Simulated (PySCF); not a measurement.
# Mg(2+) (magnesium, charge +2) across methods

[Ne], closed-shell 1S. Calculation: PySCF 2.14, in aug-cc-pCVDZ (6s5p3d, 36 functions); no relativity, point nucleus.

| method | E (hartree) | mean ε 1s (eV) | mean ε 2s (eV) | mean ε 2p (eV) | Σ⟨r²⟩ (bohr²) | ⟨S²⟩ |
| --- | --- | --- | --- | --- | --- | --- |
| LC-wPBE | -199.1520 | -1284.3 | -105.73 | -72.460 | 4.796 | 0.000 |
| UHF | -198.82429 | -1354.5 | -122.09 | -81.888 | 4.734 | 0.000 |
| LDA | -198.2791 | -1271.5 | -98.878 | -66.601 | 4.800 | 0.000 |
| BHandHLYP | -199.2336 | -1317.5 | -111.28 | -74.842 | 4.761 | 0.000 |
| PBE0 | -199.1255 | -1297.3 | -105.50 | -70.737 | 4.771 | 0.000 |
| r2SCAN | -199.2122 | -1287.2 | -102.63 | -68.029 | 4.759 | 0.000 |
| B3LYP | -199.2412 | -1294.1 | -104.24 | -70.062 | 4.780 | 0.000 |
| PBE | -199.1015 | -1278.0 | -99.507 | -66.584 | 4.793 | 0.000 |
| BP86 | -199.2405 | -1278.9 | -99.614 | -66.678 | 4.779 | 0.000 |
